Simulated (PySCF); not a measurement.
C₂H₅NO₂Si, SMILES O=C/N=C/O[SiH3]. Heavy atoms are numbered as in [O:1]=[CH:2]/[N:3]=[CH:4]/[O:5][SiH3:6]. Hydrogens are named by the atom that carries them.

Geometry optimised at r2SCAN-D4/def2-SVP. The structure was generated by enumeration; whether it is a known compound was not checked. Other conformers were not sampled.

The numbers are results of PySCF with PBE/def2-TZVP, not measurements.

Atomic charges (e), one atom of each kind:

| atom | Löwdin | Mulliken | IAO |
|---|---|---|---|
| O1 | 0.11 | -0.25 | -0.41 |
| C2 (CH) | -0.41 | 0.10 | 0.30 |
| N3 | 0.09 | -0.21 | -0.37 |
| C4 (CH) | -0.33 | 0.17 | 0.25 |
| O5 | 0.17 | -0.24 | -0.50 |
| Si6 (SiH3) | 0.22 | 0.27 | 0.77 |
| H on C2 | 0.11 | 0.08 | 0.11 |
| H on C4 | 0.13 | 0.13 | 0.16 |
| H on Si6 | -0.03 | 0.00 | -0.10 |

Question: Give the Mayer and Wiberg (Löwdin basis) orders of the bonds. (Estimate from the structure and the level; the computed values follow.)

Answer: 
| bond | Mayer | Wiberg |
|---|---|---|
| O1–C2 | 2.08 | 2.74 |
| C2–N3 | 1.11 | 1.52 |
| N3–C4 | 1.64 | 2.08 |
| C4–O5 | 1.25 | 1.83 |
| O5–Si6 | 0.96 | 1.28 |
